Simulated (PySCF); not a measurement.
SMILES S=C=[SH+] (charge +1) at its B3LYP/def2-SVP optimised geometry (Å):

```
4

S      1.6928     0.5245     0.0000
C      0.1804     0.5245     0.0000
S     -1.4618     0.6745     0.0000
H     -1.6928    -0.6745    -0.0004
```

Calculation: B3LYP/def2-TZVP in PySCF. Cells within 0.4 Å of a nucleus heavier than hydrogen are left out (blank, or x).

Map of the LUMO amplitude (bohr^(-3/2)) on the plane z = 0.0 Å; orbital energy -9.53 eV, overall sign arbitrary:

```
|4444444444444444444444444444444|
|4444444444444444444444444444444|
|4444444444444444444444444444444|
|4444444444444444444444444444444|
|4444444444444444444444555444444|
|4444444444444444444455555554444|
|4444444444444444444455555555444|
|4444455554444433444555555555544|
|4444555555443333334556666555544|
|4445555555443322234566776655544|
|4445555665433221123567887655544|
|4445556665433210013568887655544|
|444555566xx4332xx1345xx76555444|
|444455555xx5555xxx44xxx44444444|
|444444444345668xx7543xx23344444|
|4444444333456789985421012334444|
|4444443322345678875421112334444|
|4444443221345566665432222334444|
|4444443321344555554433333344444|
|4444443333344555554443333444444|
|4444444333344455544444444444444|
|4444444444444444444444444444444|
|4444444444444444444444444444444|
|4444444444444444444444444444444|
|4444444444444444444444444444444|
|4444444444444444444444444444444|
|4444444444444444444444444444444|
|4444444444444444444444444444444|
|4444444444444444444444444444444|
|4444444444444444444444444444444|
|4444444444444444444444444444444|
```
Scale: ten equal steps from -0.221 (start of '0') to 0.243 (end of '9'), in the order '0123456789'; x runs from -4.00 to 4.00, y from -4.00 (bottom) to 4.00 (top).
